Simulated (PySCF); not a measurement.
Si(CCH)(H)(Me)2 (C4H8Si), SMILES C#C[SiH](C)C. Coordinates come from a B3LYP-D3(BJ)/def2-SVP optimisation.

Task: Give the equilibrium geometry at B3LYP-D3(BJ)/def2-SVP (PySCF confirms it by a frequency run) as bond lengths and angles, and its point group. (The exact figures need the calculation; the answer reports its results.)

Result: point group Cs.
Atoms: Si1 C2 C3 C4 C5 H6 H7 H8 H9 H10 H11 H12 H13. Bonded distances (Å): Si1–C2 1.882, Si1–C3 1.882, Si1–C4 1.846, Si1–H6 1.493, C2–H7 1.102, C2–H8 1.101, C2–H9 1.102, C3–H10 1.101, C3–H11 1.102, C3–H12 1.102, C4–C5 1.218, C5–H13 1.075. Angles (°): C2–Si1–C3 111.4, C2–Si1–C4 109.1, C2–Si1–H6 109.8, C3–Si1–C4 109.1, C3–Si1–H6 109.8, C4–Si1–H6 107.6, Si1–C2–H7 110.6, Si1–C2–H8 111.0, Si1–C2–H9 110.6, H7–C2–H8 108.2, H7–C2–H9 108.2, H8–C2–H9 108.1, Si1–C3–H10 111.0, Si1–C3–H11 110.6, Si1–C3–H12 110.6, H10–C3–H11 108.1, H10–C3–H12 108.2, H11–C3–H12 108.2, Si1–C4–C5 179.1, C4–C5–H13 179.8.
